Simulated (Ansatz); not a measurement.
Reaction (ligand exchange at a Ga–C bond): `[CH3][Ga]([NH2])[NH2]` + HCl → `[NH2][Ga]([NH2])[Cl]` + CH₄

Computed with Ansatz on PBE0-D4/def2-TZVP structures; ΔE is electronic, products minus reactants. CBS: MP2 limit from def2 TZ/QZ plus the TZ coupled-cluster correction, frozen cores. This one scheme is used for every species. DFT in def2-TZVPP. B3LYP here is the variant with VWN-RPA as its local correlation; programs differ in this. For Ga outer-core shells are correlated without core-valence functions, which leaves a few kJ/mol of doubt a bond. Scalar relativity is left out up to krypton. One conformer a species, not always the lowest.

`[CH3][Ga]([NH2])[NH2]`:

Cartesian coordinates in Å:
```
C -1.294 0.859 -0.857
Ga 0.137 -0.089 0.084
N -0.145 -1.690 0.908
N 1.832 0.571 0.192
H -0.898 1.675 -1.463
H -2.007 1.280 -0.144
H -1.842 0.178 -1.511
H 0.532 -2.142 1.498
H -1.062 -2.082 1.036
H 2.140 1.373 -0.329
H 2.608 0.068 0.587
```

HCl:

Cartesian coordinates in Å:
```
Cl -0.387 -0.036 -0.508
H 0.387 0.036 0.508
```

`[NH2][Ga]([NH2])[Cl]`:

Cartesian coordinates in Å:
```
N -0.122 -0.952 -1.341
Ga 0.328 0.301 -0.118
N -0.396 0.478 1.528
Cl 1.856 1.701 -0.670
H 0.473 -1.108 -2.138
H -0.630 -1.782 -1.088
H -1.269 0.042 1.774
H -0.240 1.321 2.054
```

CH₄:

Cartesian coordinates in Å:
```
C 0.000 0.000 0.000
H -0.041 -0.686 0.846
H -0.551 -0.425 -0.839
H 1.038 0.158 -0.290
H -0.447 0.953 0.283
```

```csv
level,ΔE (kJ/mol)
B3LYP-D4,-138.9
r2SCANh-D4,-142.0
r2SCAN0-D4,-143.2
B3LYP,-139.6
CCSD(T)/def2-SVP,-146.8
CCSD/def2-TZVPP,-135.3
MP2/def2-QZVPP,-134.7
HF/CBS(def2),-158.9
```

Problem. What does CCSD(T)/CBS give? (Estimate.)

Solution. The calculation gave: -131.6 kJ/mol. The listed levels differ from it by -7.3, -10.4, -11.6, -8.0, -15.2, -3.7, -3.1, -27.3 kJ/mol.

Largest T1 diagnostic among the species: 0.012.

From PBE to PBE0 (25 % exact exchange), in def2-TZVPP and without D4, ΔE moves by −5.0 kJ/mol. In def2-TZVPP, CCSD(T) changes the Hartree–Fock value by +26.1 kJ/mol (the triples alone add +1.5 kJ/mol) and MP2 by +23.6 kJ/mol.
